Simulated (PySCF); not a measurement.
## How far are cheaper levels from CCSD(T)/CBS for CsRb?

PySCF; the state is a singlet (closed shell). The composite is CCSD(T) extrapolated to the basis-set limit from two correlation-consistent sets, with core-valence (CV) and scalar-relativistic (SR) terms as its label shows; it has no spin–orbit coupling and nothing beyond (T). Here it is CCSD(T)/CBS(DT). It gives Re = 4.416 Å, ωe = 51.0 cm⁻¹ and De = 0.48 eV to Cs + Rb.

```
      level      basis                           relativity  Re (Å)  ωe (cm⁻¹)  De (eV)
    RHF-MP2   def2-SVP  scalar-relativistic core potentials   4.473       47.8     0.24
    RHF-MP2  def2-SVPD  scalar-relativistic core potentials   4.472       47.9     0.24
RHF-SCS-MP2   def2-SVP  scalar-relativistic core potentials   4.530       46.6     0.28
RHF-SCS-MP2  def2-SVPD  scalar-relativistic core potentials   4.528       46.7     0.29
   RHF-CCSD   def2-SVP  scalar-relativistic core potentials   4.553       44.6     0.31
   RHF-CCSD  def2-SVPD  scalar-relativistic core potentials   4.551       44.7     0.32
        PBE  def2-SVPD  scalar-relativistic core potentials   4.515       47.0     0.51
       TPSS  def2-SVPD  scalar-relativistic core potentials   4.636       45.1     0.57
       PBE0  def2-SVPD  scalar-relativistic core potentials   4.533       48.4     0.43
    LC-ωPBE  def2-SVPD  scalar-relativistic core potentials   4.620       50.0     0.28
```

Question: Give the difference of each row from the composite.

Answer: 

```csv
level,basis,ΔRe (pm),Δωe (%),ΔDe (eV)
RHF-MP2,def2-SVP,+5.7,-6.3,-0.24
RHF-MP2,def2-SVPD,+5.6,-6.1,-0.24
RHF-SCS-MP2,def2-SVP,+11.4,-8.6,-0.20
RHF-SCS-MP2,def2-SVPD,+11.2,-8.4,-0.19
RHF-CCSD,def2-SVP,+13.7,-12.5,-0.17
RHF-CCSD,def2-SVPD,+13.5,-12.4,-0.16
PBE,def2-SVPD,+9.9,-7.8,+0.03
TPSS,def2-SVPD,+22.0,-11.6,+0.09
PBE0,def2-SVPD,+11.7,-5.1,-0.05
LC-ωPBE,def2-SVPD,+20.4,-2.0,-0.20
```

Question: Which rows come closest in De?

Answer: PBE in def2-SVPD (+0.03 eV), counted from the composite.

Correlated steps freeze the inner cores (0 to 37 orbitals); shallow outer-core shells are correlated. Closed-shell solutions of metal pairs were not tested for spin polarisation, which can lower them a little. The bond is weak. Basis-set superposition, not corrected here, can be much of De in a small basis, most of all at correlated wavefunction levels. Functionals without a dispersion term scatter widely for such bonds, and LDA overbinds them. Spin–orbit coupling is left out. Where the molecule has an RHF reference, its open-shell atoms are computed with UHF.
